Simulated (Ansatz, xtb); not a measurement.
## Two isomers of C3H8N2Si3

Structure I is `C#C[Si@@H](C#N)N([SiH3])[SiH3]`, a singlet and structure II is `C#C[SiH2]N([SiH3])[SiH2]C#N`, a singlet. Both are isolated molecules in the gas phase, relaxed with B3LYP-D3(BJ)/def2-SVP; each stands in its lowest conformer found.

Task: Which of the two would you expect CCSD(T)/def2-SVP + ΔMP2/def2-TZVPP electronic energies to favour?

Result: Too close to call at this level: CCSD(T)/def2-SVP + ΔMP2/def2-TZVPP gives E(II) − E(I) = −0.020 eV.

The same difference at several levels:

| level | geometry | E(II) − E(I) (eV) | departure from the last row (eV) | job, with rough time for the two |
| --- | --- | --- | --- | --- |
| B3LYP-D3(BJ)/def2-SVP | B3LYP-D3(BJ)/def2-SVP | −0.023 | −0.003 | optimisation, 4.5 min |
| HF/def2-SVP | B3LYP-D3(BJ)/def2-SVP | −0.035 | −0.015 | part of the CCSD(T) run |
| MP2/def2-SVP | B3LYP-D3(BJ)/def2-SVP | −0.010 | +0.010 | part of the CCSD(T) run |
| CCSD(T)/def2-SVP | B3LYP-D3(BJ)/def2-SVP | −0.017 | +0.003 | single point |
| CCSD(T)/def2-SVP + ΔMP2/def2-TZVPP | B3LYP-D3(BJ)/def2-SVP | −0.020 |  | single point, 1.9 min |

As drawn, both hold the same kinds of bond in the same numbers.

The largest departure from CCSD(T)/def2-SVP + ΔMP2/def2-TZVPP is that of HF/def2-SVP, 0.015 eV. Levels run at GFN2-xTB geometries aren't shown. The last row adds to CCSD(T) the change of the MP2 difference between the two basis sets, here −0.003 eV.

With thermal terms from frequencies at re-optimised GFN2-xTB minima (ideal gas, soft modes damped towards free rotors, one conformer each, 298.15 K, 1 atm): the zero-point term adds +0.010 eV; ΔH is −0.019 and ΔG +0.008 eV.

The correlated steps freeze 20 core orbitals. Mirror images aren't counted in ΔG. Programs: Ansatz 0.2.0, xtb 6.7.1; the last row on 4 threads of Arm Neoverse V2 on a shared host.
